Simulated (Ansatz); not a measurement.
Computed with Ansatz on PBE0-D4/def2-TZVP structures; ΔE is electronic, products minus reactants. CCSD(T)/CBS adds triple-zeta CCSD(T) − MP2 to the extrapolated MP2 energy (def2 sets, frozen cores). DFT in def2-TZVPP. For Ge outer-core shells are correlated without core-valence functions, which leaves a few kJ/mol of doubt a bond. Scalar relativity is left out up to krypton. One conformer a species, not always the lowest.

Reaction (ligand exchange at a B–C bond): `B[CH2][GeH2][Cl]` + `N=C(F)S` → `B/N=C(/F)S` + `[CH3][GeH2][Cl]`

| level | ΔE (kcal/mol) |
| --- | --- |
| revPBE-D4 | -24.4 |
| B97M-V | -24.2 |

What does CCSD(T)/CBS give? (An estimate is asked.)

Ansatz gave: -22.3 kcal/mol. The listed levels differ from it by -2.1, -1.9 kcal/mol.

Largest T1 diagnostic among the species: 0.015.

From BLYP to BHLYP (50 % exact exchange), in def2-TZVPP and without D4, ΔE moves by +2.0 kcal/mol. At CCSD(T), def2-SVP lies −4.1 kcal/mol from the extrapolated value and def2-TZVPP −0.1 kcal/mol. Leaving LDA and LC-ωPBE aside and taking each functional with its dispersion term where it has one, the values, not all of them listed here, spread over 3.3 kcal/mol, from BLYP-D4 to PBE-QIDH. LDA lies −2.0 kcal/mol from PBE without D4.
